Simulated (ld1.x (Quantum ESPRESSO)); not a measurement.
**Os: excitation energies, all-electron against RRKJ**

Os (Z = 76), norm-conserving RRKJ (Kleinman–Bylander form), made with ld1.x (Quantum ESPRESSO) 7.5 (LDA (PZ), scalar-relativistic). Core [Kr] 4d10 4f14, reference 5s2 5p6 5d6 6s0 6p0 (charge +2). Waves: 5p (bound): rc 1.45 bohr; 5d (bound): rc 1.65 bohr; 5s (bound): rc 1.25 bohr. Local part: the s channel. Core correction: none.

Energies are relative to the spin-unpolarised reference configuration 5s2 5p6 5d6 6s0 6p0; without spin polarisation the order of configurations can differ from experiment. Spin-polarised rows fill each open shell by Hund’s rule, majority spin first.

| valence configuration | charge | ΔE all-electron (eV) | error AE − PS (meV) |
| --- | --- | --- | --- |
| 5s2 5p6 5d6 6s2 6p0 | 0 | -27.147 | +665 |
| 5s2 5p6 5d6 6s1 6p0 | +1 | -17.284 | +402 |
| 5s2 5p6 5d5 6s0 6p0 | +3 | 29.155 | -4.4 |
| 5s2 5p5 5d6 6s2 6p0 | +1 | 30.010 | +931 |
| 5s2 5p6 5d6 6s1.5 6p0 | +0.5 | -23.102 | +549 |
| 5s2 5p6 5d4 6s0 6p0 | +4 | 70.949 | -13 |
| 5s2 5p6 5d6 6s0 6p0 (spin-polarised) | +2 | -2.288 | +204 |
| 5s2 5p6 5d6 6s2 6p0 (spin-polarised) | 0 | -29.167 | +832 |

What are ΔE and the potential's error for 5s2 5p6 5d6.5 6s1.5 6p0?

ΔE = -27.074 eV all-electron; the error (AE − PS) is +468 meV.
